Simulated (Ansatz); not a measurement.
Total energies of C2H6AlCl.

```tsv
atom	x (Å)	y (Å)	z (Å)
C1	0.4297	0.4986	1.2509
C2	-0.4972	-0.1183	0.2462
Al3	-0.2084	-0.1375	-1.7002
Cl4	0.0196	-1.9136	-0.0806
H5	0.4166	-0.0110	2.2185
H6	1.4586	0.5348	0.8880
H7	0.1000	1.5305	1.4128
H8	-1.5139	-0.2305	0.6206
H9	1.2317	0.2867	-2.2050
H10	-1.4367	-0.4396	-2.6512
```

Total charge 0; spin multiplicity 1. The bonds changed during the relaxation, so this is another structure than the one it started from. All single points use the PBE0-D4/def2-TZVP geometry. Basis def2-TZVPP, Ansatz 0.2.0.

RPA on PBE orbitals: Hartree–Fock energy of these orbitals -780.63623 Eh, correlation -1.08684 Eh (frozen core).

```csv
functional,energy without D4 (Eh),D4 term (kJ/mol)
PBE,-782.04841,-20.3
BLYP,-782.44057,-44.6
r2SCAN,-782.38355,-4.8
B97M-V,-782.32364,–
r2SCANh,-782.37738,-5.1
HSE06 (plane-wave form),-782.10553,-15.9
BHLYP,-782.44000,-25.7
CAM-B3LYP,-782.46145,-17.4
LC-ωPBE,-782.23407,–
ωB97M-V,-782.40096,–
```

**Question.** Give the same for LDA (SPW92), revPBE, PBE0, B3LYP, r2SCAN0, ωB97X-V, B2PLYP, PBE-QIDH. (Estimate.)

**Answer.** The calculation gave: 
```
 functional  energy without D4 (Eh)  D4 term (kJ/mol)
LDA (SPW92)              -779.18076                 –
     revPBE              -782.32876             -60.8
       PBE0              -782.12456             -17.1
      B3LYP              -782.53687             -32.8
    r2SCAN0              -782.36901              -5.7
    ωB97X-V              -782.36234                 –
     B2PLYP              -782.16534                 –
   PBE-QIDH              -781.94261                 –
```

B3LYP takes the VWN-RPA correlation (the form of Gaussian; ORCA's B3LYP/G). HSE06 is the plane-wave form, built on full-range PBE exchange. The double hybrids freeze the cores in their second-order part.

LC-ωPBE has ω = 0.4 bohr⁻¹.
